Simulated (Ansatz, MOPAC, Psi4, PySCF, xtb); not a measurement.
Pair of molecules: C2H4 (SMILES C=C) (first 6 atoms) with C2H6O (SMILES COC); geometry from B3LYP-D3(BJ)/def2-TZVP, rigid monomers moved along the line of their centres of mass till H3···O8 is 3.43 Å.
(charge 0, multiplicity 1):
```xyz
15

C     -0.4438     0.2633     0.8613
C      0.7143    -0.1490     0.3659
H     -0.8217    -0.1025     1.8083
H     -1.0555     0.9864     0.3343
H      1.0965     0.2170    -0.5796
H      1.3275    -0.8756     0.8856
C     -0.6193     1.0058     5.5371
O     -0.5959    -0.3687     5.2172
C      0.7120    -0.8987     5.2221
H     -0.0446     1.5940     4.8105
H     -0.2091     1.1889     6.5387
H     -1.6593     1.3280     5.5145
H      1.3537    -0.3829     4.4968
H      0.6382    -1.9507     4.9502
H      1.1718    -0.8163     6.2154
```

| level | interaction energy (kcal/mol) | cost |
|---|---|---|
| GFN-FF | -0.69 | - |
| PM3 | -0.17 | - |
| PM6 | -0.26 | - |
| GFN2-xTB | -0.89 | - |
| HF/3-21G (no counterpoise) | -0.64 | - |
| PBE/def2-TZVPPD | -0.52 | ×1 |
| BP86/6-31G* (no counterpoise) | -0.30 | - |
| B3LYP/6-31G* | -0.15 | - |
| B3LYP/def2-TZVPPD | -0.14 | ×1 |
| B3LYP-D3(BJ)/def2-TZVPPD | -0.83 | ×1 |
| B3LYP-D4/def2-TZVPPD | -0.81 | ×1 |
| PBE0-D3(BJ)/def2-TZVPPD | -1.01 | ×1 |
| PBE0-D4/def2-TZVPPD | -0.99 | ×1 |
| M06-2X/6-31G* (no counterpoise) | -1.01 | - |
| wB97X-V/def2-TZVPPD | -0.89 | ×3 |
| wB97M-V/def2-TZVPPD | -0.85 | ×4 |
| MP2/6-31G* | -0.53 | - |
| MP2/6-31G* (no counterpoise) | -0.97 | - |
| CCSD(T)/aug-cc-pVDZ | -0.83 | ×80 |
| SAPT0/jun-cc-pV(D+d)Z | -0.74 | - |

The rows run from -1.01 (M06-2X/6-31G* (no counterpoise)) to -0.14 kcal/mol (B3LYP/def2-TZVPPD). The dispersion term adds -0.69 in B3LYP-D3(BJ), -0.67 in B3LYP-D4. The 4 functionals in def2-TZVPPD without D3 or D4 span 0.74, from wB97X-V to B3LYP.

Counterpoise-corrected where a basis set is named; no monomer relaxation. Rows marked so take none.

Frozen-core correlation. Rows in 3-21G, 6-31G* carry no dispersion term and start afresh at each structure (6-31G* with six Cartesian d functions). MP2/6-31G* freezes PySCF's default core. The state reached by PM3, PM6 isn't checked.

Run with Ansatz (Gaussian orbitals); MOPAC for PM3, PM6 (differences of heats of formation); Psi4 for SAPT; PySCF for 3-21G rows, 6-31G* rows, the dispersion terms; xtb for the GFN methods. Each number belongs to the level named beside it.

Costs are rough ratios of core time to PBE/def2-TZVPPD (about 10 s over the structures, on one shared machine); a dash marks a level with no comparable run of its own.

Ansatz is a first-principles code.
